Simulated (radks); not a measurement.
Species: Au75+. Configuration: [He] 2s2.

Method: scalar-relativistic Kohn-Sham, LB94 model potential, spin-polarised, spherical densities, finite nucleus; Fermi nuclear charge, rms radius 5.4371 fm; computed with a radial shooting solver on a logarithmic mesh with Libxc functionals.

Energy parts (eV):
kinetic: 279167.91
electron-nucleus: -513750.05
Hartree: 5855.34
(The LB94 potential has no energy functional, so no total or exchange-correlation energy is given.)

Orbitals (lengths in bohr, moments of r in powers of bohr):
\begin{tabular}{lrrrrrr}
orbital & occ. & eigenvalue (eV) & <r> & <r^2> & <1/r> & <r^4> \\ \hline
1s & 2 & -90678.42 & 0.01679 & 0.0003891 & 96.02 & 4.137e-07 \\
2s & 2 & -22547.93 & 0.06832 & 0.005510 & 23.49 & 0.00005150 \\
\end{tabular}

The highest occupied level is 2s at -22548 eV. Summed over all electrons, <r^2> = 0.01180 bohr^2, which gives a Langevin (diamagnetic) susceptibility term of -0.00934 x 10^-6 cm^3/mol. The electron density at the nucleus is 2.256e+06 e/bohr^3 (large components only). The density falls to 0.001 e/bohr^3 at r = 0.27 bohr.
